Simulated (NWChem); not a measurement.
System: C6H13O, doublet; SMILES CC(C)[CH]C(C)O

NWChem input:

```
start job
memory heap 200 mb stack 900 mb global 1100 mb
geometry units angstroms
  C     -2.181219    -1.173560     0.881119
  C     -1.060114    -0.611809     0.006796
  C     -1.632774     0.438499    -0.971045
  C      0.010278    -0.009410     0.834897
  C      1.385763     0.276713     0.344880
  C      1.923154    -0.733004    -0.663538
  O      1.442498     1.562553    -0.299349
  H     -2.630393    -0.383852     1.479705
  H     -1.793715    -1.936074     1.552714
  H     -2.956951    -1.619105     0.262675
  H     -0.642979    -1.424533    -0.597420
  H     -2.113572     1.241658    -0.416856
  H     -0.836321     0.862728    -1.576336
  H     -2.368558    -0.023358    -1.625511
  H     -0.285163     0.469894     1.756666
  H      2.066550     0.308725     1.215049
  H      1.337494    -0.696484    -1.576971
  H      1.890789    -1.734850    -0.244666
  H      2.950671    -0.479102    -0.908411
  H      1.013313     2.210130     0.270075
end
basis spherical
  * library def2-svp
end
dft
  odft
  mult 2
  xc xpbe96 cpbe96
  disp vdw 4
  iterations 150
end
driver
  maxiter 120
end
task dft optimize
```

Not confirmed as a minimum by frequencies.

The level has its own optimisation. Brackets give each atom's bonded neighbours.

Q: Predict the main results of this run. (PBE-D3(BJ)/def2-SVP, spin-unrestricted.) Quantities: r C–C [C(CCCH)–C(CHHH)] (Å); r C–C [C(CCCH)–C(CCH)] (Å); r C–H [C(CCCH)–H(C)] (Å); r C–C [C(CCH)–C(CCHO)] (Å); dipole (D).

A: The r C–C [C(CCCH)–C(CHHH)] (Å) comes out as 1.542 and the r C–C [C(CCCH)–C(CCH)] (Å) is 1.500. The r C–H [C(CCCH)–H(C)] (Å) is 1.112 and the r C–C [C(CCH)–C(CCHO)] (Å) is 1.499. The dipole (D) is 1.17.
